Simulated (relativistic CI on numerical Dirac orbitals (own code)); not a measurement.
**Slater and spin-orbit integrals, Ho X**

These numbers are calculated, not measured: Dirac-Coulomb-Breit CI, separate exchange-only KLI orbitals for each configuration, model QED, unscaled Slater integrals (own radial code, finite nucleus).

Slater integrals F^k, G^k are unscaled and averaged over j, outside the closed core [Ar] 3d10 4p6 4d10; ζ comes from projecting the Hamiltonian with its Breit term on Σ l·s of the shell.

- 4s²4f⁹5s²5p: F^2(4f,4f) = 141120, F^4(4f,4f) = 89316, F^6(4f,4f) = 64479, ζ(4f) = 2267.1, F^2(4f,5p) = 65217, G^2(4f,5p) = 29339, G^4(4f,5p) = 24116, ζ(5p) = 40304 cm⁻¹; <r>(4f) = 0.6949, <r^2>(4f) = 0.5879, <r>(5p) = 1.272, <r^2>(5p) = 1.807 (bohr units).
- 4s²4f¹⁰5s²: F^2(4f,4f) = 137150, F^4(4f,4f) = 86616, F^6(4f,4f) = 62474, ζ(4f) = 2127 cm⁻¹; <r>(4f) = 0.7114, <r^2>(4f) = 0.6188 (bohr units).
- 4s²4f¹¹5s: F^2(4f,4f) = 133870, F^4(4f,4f) = 84407, F^6(4f,4f) = 60838, ζ(4f) = 2023.8, G^3(4f,5s) = 35605 cm⁻¹; <r>(4f) = 0.7257, <r^2>(4f) = 0.6456, <r>(5s) = 1.166, <r^2>(5s) = 1.515 (bohr units).

Averages of the first 5 configurations, taken without configuration mixing, which lowers the lowest level and can move excited configurations by several eV; other configurations of the list can lie among them:

| Configuration | Parity | States | Average energy above the lowest level (eV) |
| --- | --- | --- | --- |
| 4s²4f⁹5s²5p | even | 12012 | 15.6 |
| 4s²4f¹⁰5s² | even | 1001 | 23.6 |
| 4s²4f¹¹5s | odd | 728 | 60.5 |
| 4s²4f¹⁰5s5p | odd | 12012 | 50.5 |
| 4s4f¹¹5s² | odd | 728 | 459.8 |
